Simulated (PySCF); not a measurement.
**Polarisability and C₆ of Sb⁻ (antimony, charge -1)**

[Kr] 4d10 5s2 5p4, high-spin 3P determinant. All numbers are calculated (PySCF 2.14, the spin-free X2C one-electron Hamiltonian (Gaussian nucleus), in x2c-QZVPPall with one added diffuse shell each of s, p, d, f type (14s10p8d5f1g, 128 functions)). Coupled (time-dependent) response in atomic units; α is the mean over directions.

| method | mean α (bohr³) | α xx, yy, zz | C₆ (like pair) | S(−4) |
| --- | --- | --- | --- | --- |
| UHF | 133.2 | 104.2, 191.2, 104.2 | 2089 | 10720 |

S(−4) is the Cauchy moment in α(ω) = α(0) + S(−4) ω² + …

Spin-orbit coupling is absent.

α(iu) at UHF:

```csv
u (hartree),α(iu) (bohr³)
0,133.2
0.0500,114.3
0.100,87.84
0.200,52.74
0.300,34.54
0.500,18.16
0.750,10.26
1.00,6.759
1.50,3.783
2.00,2.526
3.00,1.421
5.00,0.6544
```

For an ion, C₆ is the dispersion term alone; charge-induced terms of lower order in 1/R come first.

The components differ because the open shell of this determinant is not spherical; for a pure term their mean is the scalar polarisability.
